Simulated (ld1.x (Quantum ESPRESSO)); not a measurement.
**palladium (Pd): one change to a TM potential, before and after**

palladium, norm-conserving Troullier–Martins (Kleinman–Bylander form), made with ld1.x (Quantum ESPRESSO) 7.5 (Wu–Cohen, scalar-relativistic). Core [Ar] 3d10 4s2, reference 4p6 4d10 5s0. Waves: 5s (bound, empty): rc 1.85 bohr; 4p (bound): rc 1.70 bohr; 4d (bound): rc 1.85 bohr. Local part: all-electron potential smoothed inside 1.35 bohr (lloc = -1). Core correction: none.

All-electron outer shells of the reference configuration (Wu–Cohen, scalar-relativistic, ld1.x):

| shell | level (eV) | outermost node (bohr) | outermost maximum (bohr) |
| --- | --- | --- | --- |
| 4s | -85.28 | 0.45 | 0.85 |
| 4p | -51.16 | 0.46 | 0.91 |
| 4d | -4.04 | 0.45 | 1.10 |
| 5s | -3.27 | 1.15 | 2.64 |

Change: local potential all-electron potential smoothed inside 1.70 bohr (lloc = -1).

Cutoffs: the cutoffs (Ry, on a coarse ladder) from which the occupation-weighted sum of valence levels, in a spherical-Bessel basis at the reference potential, stays within 10 and 1 mRy of its value at 400 Ry; they do not see the model core or the augmentation charge, which bear on the density cutoff. Errors are all-electron minus pseudo energies relative to the spin-unpolarised reference configuration.

Problem. What does the change do?

Solution. The potential gets neither clearly harder nor softer (55 Ry and 80 Ry → 55 Ry and 80 Ry); both files keep a bound ghost (s); of the 7 tests that both files solve, the error grows in 5 and shrinks in 0 by more than 15 % and 0.3 meV (median size 7.4 → 38.7 meV); the range in which the s phases agree widens (upper end 0.6 → 4.7).

| quantity | base | changed |
| --- | --- | --- |
| cutoff, loose | 55 Ry | 55 Ry |
| cutoff, tight | 80 Ry | 80 Ry |
| bound ghosts | s | s |
| error for 4p6 4d9 5s0, meV [ΔE 9.12 eV] | -0.9 | -2.2 |
| error for 4p6 4d8 5s0, meV [ΔE 29.95 eV] | -6.1 | -15 |
| error for 4p6 4d7 5s0, meV [ΔE 64.31 eV] | -13 | -39 |
| error for 4p5 4d10 5s0, meV [ΔE 57.14 eV] | -98 | -110 |
| error for 4p6 4d9.5 5s0, meV [ΔE 3.23 eV] | -0.1 | -0.3 |
| error for 4p6 4d8 5s1, meV [ΔE 13.68 eV] | +7.4 | -42 |
| error for 4p6 4d6 5s0, meV [ΔE 113.66 eV] | -8.4 | -64 |
| s: phases at 1.99 bohr within 0.05 rad from the reference energy up to (Ry; the scan ends near 5) | 0.6 | 4.7 |
| p: phases at 1.99 bohr within 0.05 rad from the reference energy up to (Ry; the scan ends near 5) | 1.4 | 1.3 |
| d: phases at 1.99 bohr within 0.05 rad from the reference energy up to (Ry; the scan ends near 5) | to the end of the scan | 4.1 |

 A true bound ghost makes a file unfit for plane-wave use even where its test errors are small: the radial tests pick states by their node count and pass the ghost by.
